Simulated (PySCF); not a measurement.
PySCF input file for C₃H₆BFO₂, SMILES C=C(OC)B(O)F, TDA-M06-2X/def2-SVPD. The structure is a stationary point at ωB97X-D3(BJ)/def2-SVP. This is a generated structure with no PubChem entry under its InChIKey; it may be hypothetical. Other conformers were not sampled.

```python
import numpy as np
from pyscf import gto, scf, dft, tdscf

mol = gto.M(
    atom='''
    C    -1.64017157   -0.60595231   -0.00000000
    C    -0.33208270   -0.29320386    0.00000000
    O     0.69832274   -1.17976284    0.00000000
    C     0.38037526   -2.54889660    0.00000000
    B     0.14821253    1.20701725   -0.00000000
    O    -0.75740591    2.21290767    0.00000000
    F     1.45450305    1.49777714   -0.00000000
    H    -2.36734932    0.20819518   -0.00000000
    H    -2.02461901   -1.62873925   -0.00000000
    H     1.33092466   -3.09918728   -0.00000001
    H    -0.20218196   -2.82800057   -0.89731202
    H    -0.20218196   -2.82800057    0.89731203
    H    -0.34224309    3.08381005   -0.00000000
    ''',
    basis='def2-SVPD',
    charge=0,
    spin=0,
    symmetry=True,
    max_memory=1600,
    verbose=4,
)
mf = dft.RKS(mol, xc='m06-2x').density_fit(auxbasis='def2-universal-jkfit')
mf.grids.level = 4
mf.conv_tol = 1e-9
mf.max_cycle = 100
mf.kernel()
mf.grids = dft.Grids(mol).set(level=2).build(with_non0tab=True)  # coarser grid for the response kernel
td = tdscf.TDA(mf)
td.singlet = True
td.nstates = 10
td.conv_tol = 1e-4
td.positive_eig_threshold = 1e-6
td.kernel(x0=td.get_init_guess(mf, 15))
td.analyze()
tt = tdscf.TDA(mf)
tt.singlet = False
tt.nstates = 4
tt.conv_tol = 1e-4
tt.positive_eig_threshold = 1e-6
tt.kernel(x0=tt.get_init_guess(mf, 9))
tt.analyze(verbose=3)
```

Program output:

```
PySCF version 2.14.0

[INPUT] verbose = 4
[INPUT] num. atoms = 13
[INPUT] num. electrons = 54
[INPUT] charge = 0
[INPUT] spin (= nelec alpha-beta = 2S) = 0
[INPUT] symmetry True subgroup None
[INPUT] Mole.unit = angstrom
[INPUT] Symbol           X                Y                Z      unit          X                Y                Z       unit  Magmom
[INPUT]  1 C     -1.640171570000  -0.605952310000   0.000000000000 AA   -3.099475064598  -1.145083910448   0.000000000000 Bohr   0.0
[INPUT]  2 C     -0.332082700000  -0.293203860000   0.000000000000 AA   -0.627545353706  -0.554074994065   0.000000000000 Bohr   0.0
[INPUT]  3 O      0.698322740000  -1.179762840000   0.000000000000 AA    1.319638725156  -2.229428659539   0.000000000000 Bohr   0.0
[INPUT]  4 C      0.380375260000  -2.548896600000   0.000000000000 AA    0.718805065960  -4.816716493835   0.000000000000 Bohr   0.0
[INPUT]  5 B      0.148212530000   1.207017250000   0.000000000000 AA    0.280081089929   2.280932030126   0.000000000000 Bohr   0.0
[INPUT]  6 O     -0.757405910000   2.212907670000   0.000000000000 AA   -1.431289735027   4.181789435249   0.000000000000 Bohr   0.0
[INPUT]  7 F      1.454503050000   1.497777140000   0.000000000000 AA    2.748612411845   2.830388590234   0.000000000000 Bohr   0.0
[INPUT]  8 H     -2.367349320000   0.208195180000   0.000000000000 AA   -4.473641855975   0.393431870655   0.000000000000 Bohr   0.0
[INPUT]  9 H     -2.024619010000  -1.628739250000   0.000000000000 AA   -3.825975435488  -3.077871110830   0.000000000000 Bohr   0.0
[INPUT] 10 H      1.330924660000  -3.099187280000  -0.000000010000 AA    2.515083099830  -5.856615167936  -0.000000018897 Bohr   0.0
[INPUT] 11 H     -0.202181960000  -2.828000570000  -0.897312020000 AA   -0.382068531728  -5.344146557414  -1.695673966080 Bohr   0.0
[INPUT] 12 H     -0.202181960000  -2.828000570000   0.897312030000 AA   -0.382068531728  -5.344146557414   1.695673984978 Bohr   0.0
[INPUT] 13 H     -0.342243090000   3.083810050000   0.000000000000 AA   -0.646745708125   5.827556414681   0.000000000000 Bohr   0.0

nuclear repulsion = 290.174498750332
point group symmetry = Cs
symmetry origin: [6.57909941e-17 3.14954362e-09 0.00000000e+00]
symmetry axis x: [ 1.00000000e+00 -1.48416869e-09 -2.76860538e-10]
symmetry axis y: [-1.48416869e-09 -1.00000000e+00 -1.74194077e-11]
symmetry axis z: [ 2.76860538e-10 -1.74194111e-11  1.00000000e+00]
num. orbitals of irrep A' = 136
num. orbitals of irrep A" = 61
number of shells = 83
number of NR pGTOs = 279
number of NR cGTOs = 197
basis = def2-SVPD
ecp = {}


[settings echo left out]
init E= -393.656967633197
HOMO (A") = -0.284861100331714  LUMO (A") = -0.0708979649465574  gap/eV = 5.82223
cycle= 1 E= -392.63101998332  delta_E= 1.03  |g|= 0.736  |ddm|= 5.66
HOMO (A") = -0.266514691768785  LUMO (A') = 0.0121960365146947  gap/eV = 7.58411
cycle= 2 E= -392.620291345546  delta_E= 0.0107  |g|= 0.823  |ddm|= 1.78
HOMO (A") = -0.297095990885401  LUMO (A') = 0.00857679473644168  gap/eV = 8.31778
cycle= 3 E= -392.736691562874  delta_E= -0.116  |g|= 0.0665  |ddm|= 0.825
HOMO (A") = -0.300866755109257  LUMO (A") = 0.00681846251730334  gap/eV = 8.37254
cycle= 4 E= -392.73738942589  delta_E= -0.000698  |g|= 0.0358  |ddm|= 0.137
HOMO (A") = -0.299306002521064  LUMO (A") = 0.00884014209214989  gap/eV = 8.38508
cycle= 5 E= -392.73763827316  delta_E= -0.000249  |g|= 0.0114  |ddm|= 0.0577
HOMO (A") = -0.298549424156361  LUMO (A') = 0.00880913983182907  gap/eV = 8.36365
cycle= 6 E= -392.737664824257  delta_E= -2.66e-05  |g|= 0.00326  |ddm|= 0.0172
HOMO (A") = -0.298882168983997  LUMO (A') = 0.00875684879208727  gap/eV = 8.37128
cycle= 7 E= -392.737667209158  delta_E= -2.38e-06  |g|= 0.000754  |ddm|= 0.00497
HOMO (A") = -0.298890008817371  LUMO (A') = 0.00875326724896741  gap/eV = 8.37140
cycle= 8 E= -392.737667326096  delta_E= -1.17e-07  |g|= 0.000281  |ddm|= 0.00146
HOMO (A") = -0.298853795125791  LUMO (A') = 0.00875478399165797  gap/eV = 8.37046
cycle= 9 E= -392.737667343321  delta_E= -1.72e-08  |g|= 6.65e-05  |ddm|= 0.000457
HOMO (A") = -0.298858556908876  LUMO (A') = 0.00875361486655191  gap/eV = 8.37055
cycle= 10 E= -392.737667344443  delta_E= -1.12e-09  |g|= 1.92e-05  |ddm|= 0.00016
HOMO (A") = -0.298860121871253  LUMO (A') = 0.00875325034732732  gap/eV = 8.37059
cycle= 11 E= -392.737667344548  delta_E= -1.05e-10  |g|= 8.75e-06  |ddm|= 4.72e-05
HOMO (A") = -0.298858832498609  LUMO (A') = 0.00875307671780767  gap/eV = 8.37055
Extra cycle  E= -392.737667344548  delta_E= 4.55e-13  |g|= 9.23e-06  |ddm|= 2.34e-05
converged SCF energy = -392.737667344548
tot grids = 111088
Overwritten attributes  positive_eig_threshold  of <class 'pyscf.tdscf.rks.TDA'>


******** <class 'pyscf.tdscf.rks.TDA'> for <class 'pyscf.df.df_jk.DFSymAdaptedRKS'> ********
nstates = 10 singlet
deg_eia_thresh = 1.000e-03
wfnsym = None
conv_tol = 0.0001
eigh lindep = 1e-12
eigh level_shift = 0
eigh max_cycle = 100


Excitation energies (eV)
[6.29686433 6.32913245 7.04273377 7.30281434 7.40120751 7.75340201
 8.2410029  8.33385921 8.57030851 8.78607819]

** Singlet excitation energies and oscillator strengths **
Excited State   1:   A'      6.29686 eV    196.90 nm  f=0.2444
      27 -> 29       -0.68443
Excited State   2:   A"      6.32913 eV    195.89 nm  f=0.0221
      27 -> 28       -0.65967
      27 -> 30        0.17803
      27 -> 32       -0.10057
Excited State   3:   A"      7.04273 eV    176.05 nm  f=0.0258
      27 -> 28       -0.14870
      27 -> 30       -0.63274
      27 -> 31        0.20855
Excited State   4:   A"      7.30281 eV    169.78 nm  f=0.0031
      24 -> 29        0.17074
      26 -> 29       -0.64758
      27 -> 31        0.14230
Excited State   5:   A"      7.40121 eV    167.52 nm  f=0.0041
      26 -> 29       -0.12139
      27 -> 28       -0.15234
      27 -> 30       -0.19818
      27 -> 31       -0.59314
      27 -> 34       -0.14955
      27 -> 37       -0.11415
Excited State   6:   A"      7.75340 eV    159.91 nm  f=0.0131
      27 -> 32        0.67305
Excited State   7:   A"      8.24100 eV    150.45 nm  f=0.0002
      21 -> 29       -0.10827
      22 -> 29        0.16883
      24 -> 29       -0.63032
      26 -> 29       -0.14458
Excited State   8:   A'      8.33386 eV    148.77 nm  f=0.0458
      25 -> 29       -0.13941
      27 -> 33        0.64958
      27 -> 36        0.15027
      27 -> 39       -0.14867
Excited State   9:   A"      8.57031 eV    144.67 nm  f=0.0152
      24 -> 29       -0.13510
      27 -> 31        0.13927
      27 -> 34       -0.52987
      27 -> 35       -0.35737
      27 -> 40       -0.11477
Excited State  10:   A'      8.78608 eV    141.11 nm  f=0.2821
      25 -> 29       -0.63470
      26 -> 28        0.12034
      27 -> 33       -0.15211
      27 -> 39       -0.13561

** Transition electric dipole moments (AU) **
state          X           Y           Z        Dip. S.      Osc.
  1         1.1933      0.4001     -0.0000      1.5841      0.2444
  2        -0.0000     -0.0000      0.3775      0.1425      0.0221
  3        -0.0000     -0.0000     -0.3866      0.1494      0.0258
  4         0.0000      0.0000     -0.1310      0.0172      0.0031
  5        -0.0000      0.0000     -0.1499      0.0225      0.0041
  6        -0.0000     -0.0000     -0.2628      0.0691      0.0131
  7        -0.0000     -0.0000      0.0286      0.0008      0.0002
  8        -0.3897      0.2690     -0.0000      0.2242      0.0458
  9         0.0000      0.0000      0.2686      0.0722      0.0152
 10         0.1052      1.1400     -0.0000      1.3107      0.2821

** Transition velocity dipole moments (imaginary part, AU) **
state          X           Y           Z        Dip. S.      Osc.
  1         0.0290      0.0209     -0.0000      0.0013      0.0037
  2         0.0000      0.0000      0.0607      0.0037      0.0106
  3        -0.0000     -0.0000     -0.1172      0.0137      0.0354
  4         0.0000     -0.0000      0.0414      0.0017      0.0042
  5        -0.0000     -0.0000      0.0336      0.0011      0.0028
  6         0.0000      0.0000     -0.0420      0.0018      0.0041
  7         0.0000      0.0000     -0.0180      0.0003      0.0007
  8        -0.0725      0.0607     -0.0000      0.0089      0.0194
  9        -0.0000     -0.0000      0.0740      0.0055      0.0116
 10         0.0312      0.2579     -0.0000      0.0675      0.1393

** Transition magnetic dipole moments (imaginary part, AU) **
state          X           Y           Z
  1        -0.0000     -0.0000      0.3647
  2         0.2346     -0.5387     -0.0000
  3        -0.2926      0.2945      0.0000
  4         0.2194     -0.8067      0.0000
  5         0.2406      0.3127      0.0000
  6         0.2008      0.2835     -0.0000
  7        -0.2844     -0.4525     -0.0000
  8        -0.0000      0.0000      0.1678
  9        -0.0103     -0.2389      0.0000
 10        -0.0000     -0.0000     -0.2483


******** <class 'pyscf.tdscf.rks.TDA'> for <class 'pyscf.df.df_jk.DFSymAdaptedRKS'> ********
nstates = 4 triplet
deg_eia_thresh = 1.000e-03
wfnsym = None
conv_tol = 0.0001
eigh lindep = 1e-12
eigh level_shift = 0
eigh max_cycle = 100


Excitation energies (eV)
[3.94717148 6.30091316 6.71407962 7.06559103]

** Triplet excitation energies and oscillator strengths **
Excited State   1:   A'      3.94717 eV    314.11 nm  f=0.0000
Excited State   2:   A"      6.30091 eV    196.77 nm  f=0.0000
Excited State   3:   A"      6.71408 eV    184.66 nm  f=0.0000
Excited State   4:   A"      7.06559 eV    175.48 nm  f=0.0000
```

The calculation finished and met its thresholds.

Cost: about 19 core-minutes (a rough figure).
